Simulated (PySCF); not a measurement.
**Where the electron goes**

Species: CH₇GaSi.
Z-matrix (Å and degrees, PBE0-D3(BJ)/def2-SVP geometry), rows numbered from 1:
```
Si
C   1  1.8783
Ga  2  1.9680  1  113.38
H   1  1.4969  2  111.97  3   179.26
H   1  1.4973  2  110.51  3   -60.30
H   1  1.4976  2  110.71  3    58.85
H   2  1.1027  1  108.08  3  -121.58
H   2  1.1031  1  107.63  3   121.22
H   3  1.5727  2  119.68  1    86.68
H   3  1.5726  2  119.74  1   -92.41
```

Theory: TDDFT B3LYP/def2-SVPD, vertical, gas phase, core orbitals frozen in the response (PySCF). Relativistic effects, spin–orbit coupling among them, are left out although an element past zinc is present.

Kohn–Sham orbitals with the atoms that hold most of them (Löwdin shares over 4%, at most four atoms; ? is withheld):

```
orbital  ε (eV)                             atoms
 LUMO+2    0.35  Ga3 44%, H10 15%, H9 15%, C2 10%
 LUMO+1   -0.04   Ga3 31%, Si1 21%, C2 12%, H8 8%
   LUMO       ?                                 ?
   HOMO   -7.82   C2 37%, Ga3 23%, Si1 10%, H4 8%
 HOMO-1   -8.22                                 ?
 HOMO-2   -9.10   Si1 32%, C2 30%, H6 12%, H5 11%
 HOMO-3   -9.23    Si1 38%, H5 24%, H6 23%, C2 8%
```

(1) Which atoms hold the HOMO-1, and with what shares?

(2) Which atoms hold the LUMO, and with what shares?

(3) What is the LUMO energy, and the HOMO–LUMO gap?

Results:

(1) Ga3 (bonded to C and 2 H) 40%; H9 (bonded to Ga) 27%; H10 (bonded to Ga) 26%; C2 (bonded to Ga, Si and 2 H) 5%. By element: hydrogen 53% or more, gallium 40%, carbon 5%.

(2) Ga3 (bonded to C and 2 H) 58%; C2 (bonded to Ga, Si and 2 H) 11%; H10 (bonded to Ga) 9%; H9 (bonded to Ga) 9%. By element: gallium 58%, hydrogen 19% or more, carbon 11%.

(3) ε(LUMO) = -1.87 eV; the gap is 5.95 eV (0.2186 hartree).

**Question.** The HOMO–LUMO gap is 5.95 eV. Where does the response calculation put the lowest singlet, and from which orbitals?

**Answer.** S1 is at 4.88 eV (f = 0.011), 1.07 eV below the gap, made of HOMO→LUMO (99%). Without the coupling terms of the response equations the lowest excitation would equal the gap.

**Question.** One configuration dominates each of S1, S2, S3, S5 and S7. Which, and how do the shares of the two leading atoms of either orbital change from the occupied to the empty one?

**Answer.** 
- S1 (4.88 eV, f 0.011), HOMO→LUMO (99%): C2 37% → 11%, Ga3 23% → 58%
- S2 (5.20 eV, f 0.0000), HOMO-1→LUMO (100%): Ga3 40% → 58%, H9 27% → 9%, C2 5% → 11%
- S3 (6.37 eV, f 0.0079), HOMO-2→LUMO (98%): Si1 32% → at most 10%, C2 30% → 11%, Ga3 at most 11% → 58%
- S5 (6.90 eV, f 0.031), HOMO→LUMO+1 (94%): C2 37% → 12%, Ga3 23% → 31%, Si1 10% → 21%
- S7 (7.39 eV, f 0.018), HOMO-1→LUMO+1 (98%): Ga3 40% → 31%, H9 27% → at most 8%, Si1 at most 3% → 21%

Löwdin shares depend on the basis, the more so with diffuse functions.

One conformer stands for the species.
